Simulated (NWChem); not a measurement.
C2H6FMgN; SMILES C[N](C)[Mg][F]

```xyz
11

Mg     0.0045     1.2286    -0.3143
F      0.0118     2.9242    -0.7966
N     -0.0034    -0.5950     0.2042
C     -1.1962    -1.3706     0.4144
C      1.1824    -1.3749     0.4368
H     -1.2564    -2.2539    -0.2586
H     -1.2722    -1.7665     1.4509
H     -2.1101    -0.7763     0.2364
H      1.2371    -1.7716     1.4744
H      1.2524    -2.2582    -0.2354
H      2.1016    -0.7837     0.2767
```
Atoms are numbered in this order, from 1.

All runs: NWChem. Pople sets run with spherical d functions. Coordinates come from a PBE0/def2-SVP optimisation. GIAO values for the isolated, static molecule; σ is the absolute isotropic shielding, δ = σ(reference) − σ with the isolated reference molecule computed at the same levels (13C: tetramethylsilane, 19F: trichlorofluoromethane, 1H: tetramethylsilane, 15N: ammonia).

| level | σ Mg1 (ppm) | δ F2 (ppm) | δ N3 (ppm) | δ C4 (ppm) | δ H6 (rotor mean) (ppm) |
|---|---|---|---|---|---|
| KT2/pcSseg-1 | 512.9 | -270.7 | 13.8 | 48.6 | 2.79 |
| BHandHLYP/pcSseg-1 | 522.8 | -233.7 | -2.3 | 45.8 | 2.53 |
| B3LYP/6-31G* | 548.7 | -190.6 | 17.0 | 45.8 | 2.66 |
| PBE0/pcSseg-1 | 517.0 | -251.5 | 1.4 | 46.7 | 2.61 |
